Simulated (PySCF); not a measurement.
**Calculated NMR data**

Computed data (PySCF 2.14): structure optimised with GFN2-xTB, shieldings: GIAO PBE0/pcSseg-1. No relativistic terms, in vacuum, equivalent nuclei averaged, one conformer.

Referencing at the same level of theory: TMS for 1H (31.72 ppm) and 13C (186.93 ppm). Splittings of carbon signals by F and P are missing where no couplings were computed. Where no couplings were computed, multiplicities follow the n + 1 count of equivalent neighbours, and m marks all less simple cases (inequivalent or close neighbours, rings, F or P nearby). Acid and N–H amide carbonyl carbons lie up to 10 ppm further downfield in solution (hydrogen bonding). Shifts are as computed. Against solution values, carbons near 30 ppm lie about +3 ppm off and those near 130 ppm about +5 ppm; carbons on Cl a further +6 ppm. Of 1211 compounds with measured shifts, 218 miss one by over three times the rms of a fit or turn the order of signals round; such compounds aren't used in these exercises. Carbons bonded to Cl come out too deshielded. OH and NH positions are gas-phase values without hydrogen bonding to other molecules.

**1.** `o1c(C#C[Si@@H](C)P)ccc1`, C7H9OPSi. 1H NMR (400 MHz, computed): δ 7.47 (m, 1H), 7.05 (m, 1H), 6.69 (m, 1H), 4.91 (m, 1H), 1.37 (m, 2H), 0.47 (m, 3H). 13C{1H} NMR (computed): δ 149.0 (CH), 142.3 (C), 127.1 (CH), 118.1 (CH), 106.7 (C), 106.3 (C), -1.7 (CH3).

**2.** `InChI=1S/C8H7NO/c1-4-6-8(5-2)9-7(3)10/h1-2,6H,3H3,(H,9,10)/b8-6+`. 1H NMR (400 MHz, computed): δ 7.72 (d, 1H), 6.17 (br, 1H), 3.24 (d, 1H), 2.92 (s, 1H), 2.03 (s, 3H). 13C{1H} NMR (computed): δ 170.0, 134.0, 110.5, 97.8, 91.4, 85.5, 83.7, 26.6.

**3.** SMILES O=C(/C(CC)=C\Cl)Cl, C5H6Cl2O. 1H NMR (400 MHz, computed): δ 6.69 (s, 1H), 2.70 (q, 2H), 1.12 (t, 3H). 13C{1H} NMR (computed): δ 173.2 (C), 149.5 (CH), 141.1 (C), 32.0 (CH2), 12.2 (CH3).
